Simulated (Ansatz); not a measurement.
(ZnBr2)n: binding per atom (eV) at several levels, gas phase, relaxed structures; Ansatz. Clusters are the lowest isomers that short searches found in that spin, judged at the geometry's level. Binding counts from free atoms in the multiplicity of their measured ground term, without zero-point energy. Singlets are spin-restricted. The structures are stationary points that may keep the symmetry of their start.

```
species    state            geometry  PBE-D4/def2-SVP  PBE-D4/def2-TZVP  r2SCAN-D4/def2-TZVP  PBE0-D4/def2-SVP  PBE0-D4/def2-TZVP
 Zn2Br4  singlet  r2SCAN-D4/def2-SVP             2.25              2.12                 2.23              2.26               2.17
 Zn4Br8  singlet     PBE-D4/def2-SVP             2.40              2.24                 2.34              2.40               2.28
```

(1) Estimate the rows for ZnBr2 (singlet, PBE0-D4/def2-TZVP geometry).

(1) 
```json
{"species": "ZnBr2", "state": "singlet", "geometry": "PBE0-D4/def2-TZVP", "PBE-D4/def2-SVP": "2.05", "PBE-D4/def2-TZVP": "1.96", "r2SCAN-D4/def2-TZVP": "2.05", "PBE0-D4/def2-SVP": "2.05", "PBE0-D4/def2-TZVP": "1.99"}
```
